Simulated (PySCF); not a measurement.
Compound: C5H7F2S (doublet state).
Numbering: `[CH2:1]/[C:2](=[CH:3]/[CH:4]([F:5])[F:6])[S:7][CH3:8]` (hydrogens: H9, H10 on C1; H11 on C3; H12 on C4; H13, H14, H15 on C8)

Geometry (GFN2-xTB, Å), atoms numbered from 1 in this order:
```
atom  x, y, z in Å
C1     0.4916    1.4878   -0.7323
C2    -0.1303    0.3846   -0.2029
C3    -1.4881    0.1683   -0.3944
C4    -2.2427   -0.9796    0.1606
F5    -3.1843   -1.4076   -0.7218
F6    -2.9425   -0.6247    1.2821
S7     0.7479   -0.8184    0.7677
C8     2.4878   -0.3362    0.5787
H9    -0.0775    2.1878   -1.3166
H10    1.5321    1.7024   -0.5890
H11   -2.0658    0.8860   -0.9551
H12   -1.6097   -1.8385    0.4316
H13    3.0547   -1.1128    1.0826
H14    2.7512   -0.3104   -0.4741
H15    2.6711    0.6192    1.0611
```

The hyperfine couplings belong to this conformer and change with its torsions.

The calculation used PySCF 2.14.0, UKS B3LYP, pcH-1 on C F H S, non-relativistic, mean-field spin-orbit, GIAO. Isolated species at its GFN2-xTB geometry (one conformer only). Couplings are sensitive to structure, and on GFN2-xTB geometries they can be far from those on DFT ones. No stability test was run, so a lower SCF solution isn't excluded. ⟨S²⟩ is 0.779 where a pure state has 0.75.

(1) The isotropic 13C couplings are +59.1, +52.2, -51.8, -22.6 MHz. Assign them to C1; C2; C3; C4.

Answers

(1) 
```
site  a_iso (MHz)  ρ(0) (bohr⁻³)                 position  distance from C3 (Å)  spin population  largest |T| (MHz)
  C1        +52.2        +0.0465         a main spin site                  2.40            +0.65               98.3
  C2        -51.8        -0.0460           1 bond from C1                  1.39            -0.24               27.9
  C3        +59.1        +0.0526  largest spin population                  0.00            +0.67              108.3
  C4        -22.6        -0.0201           1 bond from C3                  1.48            -0.02                2.0
```

ρ(0) is the spin density at the nucleus and T the dipolar tensor; a_iso includes a spin–orbit part; entries for several nuclei are means. Largest spin populations (Mulliken): C3 (+0.67), C1 (+0.65) and C2 (-0.24). The angles at C3 add up to 360.0°, so it is planar; its axial dipolar tensor and the negative coupling of its proton fit spin in a p orbital normal to that plane. Main spin sites, with 60 % or more of the largest population: C1, C3; positions count bonds from the nearest.

Means are taken over nuclei equivalent by connectivity, which assumes that they swap fast. H9 and H10 aren't averaged: C1 is flat or nearly so (angle sum 360°), and its turn about the short C1–C2 bond (1.37 Å) is taken as slow. The 19F value of +95.6 MHz is a mean of couplings from 42.7 to 148.5 MHz in this one geometry, not an average over conformers.
